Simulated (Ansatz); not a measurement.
Consider the ligand exchange at the Al–C bond: `[AlH2][C]#C[O][SbH2]` + `[SiH3][SeH]` → `[AlH2][Se][SiH3]` + `C#C[O][SbH2]`.

Program: Ansatz. Geometries: PBE0-D4/def2-TZVP. ΔE: electronic, gas phase. CCSD(T)/CBS is the MP2 limit (def2-TZVPP, def2-QZVPP) plus CCSD(T) − MP2 in def2-TZVPP, frozen cores. Functionals use def2-TZVPP. B3LYP here is the variant with VWN-RPA as its local correlation; programs differ in this. def2 core potentials past Kr. For Sb, Se outer-core shells are correlated without core-valence functions, which leaves a few kJ/mol of doubt a bond. Scalar relativity is left out up to krypton.

```csv
level,ΔE (kcal/mol),difference from CCSD(T)/CBS
LDA (SPW92),-12.6,0.3
PBE-D4,-11.9,1.0
BLYP-D4,-10.1,2.8
r2SCANh-D4,-11.7,1.2
BHLYP-D4,-12.6,0.3
BLYP,-9.1,3.8
B3LYP,-10.3,2.6
r2SCANh,-11.7,1.2
r2SCAN0,-12.4,0.5
BHLYP,-11.4,1.5
CCSD/def2-SVP,-11.3,1.6
HF/def2-TZVPP,-11.5,1.4
SCS-MP2/def2-TZVPP,-11.5,1.4
MP2/def2-QZVPP,-13.0,-0.1
HF/CBS(def2),-11.4,1.5
MP2/CBS(def2),-13.5,-0.6
CCSD(T)/CBS,-12.9,0
```

**Question.** What do rigid-rotor, harmonic-oscillator terms from PBE0-D4/def2-TZVP frequencies (298.15 K, 1 bar) make of the CCSD(T)/CBS value? (Estimate.)

**Answer.** Ansatz gave: ΔZPE = +1.6 kcal/mol, ΔH = -11.5 kcal/mol, ΔS = -8 J/(mol·K), ΔG = -10.9 kcal/mol.

Largest T1 diagnostic among the species: 0.015.

From PBE to PBE0 (25 % exact exchange), in def2-TZVPP and without D4, ΔE moves by −1.1 kcal/mol. Leaving LDA and LC-ωPBE aside and taking each functional with its dispersion term where it has one, the values, not all of them listed here, spread over 4.3 kcal/mol, from PBE-QIDH to B97M-V. LDA lies −1.2 kcal/mol from PBE without D4. At CCSD(T), def2-SVP lies +2.0 kcal/mol from the extrapolated value and def2-TZVPP +1.2 kcal/mol.

CCSD(T)/CBS has its own doubt, a few kJ/mol and more with outer-core shells, so smaller differences from it don't rank the levels.
